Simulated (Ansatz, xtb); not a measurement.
Two isomers of C3H10GeOS

We compare I, `CS[C@H](C)[O][GeH3]`, a singlet, with II, `CCOC[S][GeH3]`, a singlet. Both are isolated molecules in the gas phase, relaxed with r2SCAN-D4/def2-SVP; each stands in its lowest conformer found.

Estimate E(II) − E(I) at the level CCSD(T)/def2-SVP + ΔMP2/def2-TZVPP.

Calculated at CCSD(T)/def2-SVP + ΔMP2/def2-TZVPP: E(II) − E(I) = +0.288 eV, so structure I lies lower.

Level by level:

```csv
level,geometry,E(II) − E(I) (eV),departure from the last row (eV),"job, with rough time for the two"
r2SCAN-D4/def2-SVP,r2SCAN-D4/def2-SVP,+0.229,−0.060,"optimisation, 92 s"
HF/def2-SVP,r2SCAN-D4/def2-SVP,+0.053,−0.235,part of the CCSD(T) run
MP2/def2-SVP,r2SCAN-D4/def2-SVP,+0.312,+0.024,part of the CCSD(T) run
CCSD(T)/def2-SVP,r2SCAN-D4/def2-SVP,+0.243,−0.045,single point
CCSD(T)/def2-SVP + ΔMP2/def2-TZVPP,r2SCAN-D4/def2-SVP,+0.288,,"single point, 2 min"
```

As drawn, II has 1 C–O, 1 Ge–S in place of 1 C–S, 1 Ge–O.

None of the levels shown reverses the order. The largest departure from CCSD(T)/def2-SVP + ΔMP2/def2-TZVPP is that of HF/def2-SVP, 0.235 eV. Levels run at GFN2-xTB geometries aren't shown. The last row adds to CCSD(T) the change of the MP2 difference between the two basis sets, here +0.045 eV.

With thermal terms from frequencies at re-optimised GFN2-xTB minima (ideal gas, soft modes damped towards free rotors, one conformer each, 298.15 K, 1 atm): on the last row, ΔE + ΔZPE = +0.322, ΔH = +0.319, ΔG = +0.309 eV.

The correlated steps freeze 18 core orbitals; the filled d shell of Ge is correlated, in a basis made for valence electrons. Mirror images aren't counted in ΔG. Run with Ansatz 0.2.0, xtb 6.7.1; the last row on 4 threads of Arm Neoverse V1 on a shared host.
